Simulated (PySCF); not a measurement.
**How methods differ on the excitation energy of Pr**

Pr [Xe] 4f3 6s2 (high-spin determinant) → Pr [Xe] 4f4 6s1 (high-spin determinant), as a difference of total energies. Computed with PySCF 2.14 in x2c-TZVPPall, with the spin-free X2C one-electron Hamiltonian (Gaussian nucleus). Correlated levels: valence: [Kr] 4d10 frozen; valence and next inner shell: [Ar] 3d10 frozen. The calculations carry no spin-orbit coupling.

```csv
method,excitation energy (eV)
UHF,6.981
LDA,4.043
PBE,4.116
PBE0,4.755
r2SCAN,4.193
MP2 (valence),5.701
SCS-MP2 (valence),6.499
MP2 (valence and next inner shell),5.337
SCS-MP2 (valence and next inner shell),6.172
```

How much does correlation contribute at MP2 (valence and next inner shell)?

5.337 − (6.981) = -1.644 eV, measured against UHF.

A first-order spin-orbit estimate (lowest level to lowest level, LS coupling) adds 0.041 eV.

In the upper state the promoted electron has a positive orbital energy at LDA, PBE, PBE0, r2SCAN, so the basis confines it.

The determinant of the upper state and of the lower state mixes LS terms, which raises its energy above the lowest term, most at the Hartree-Fock and MP2 levels.
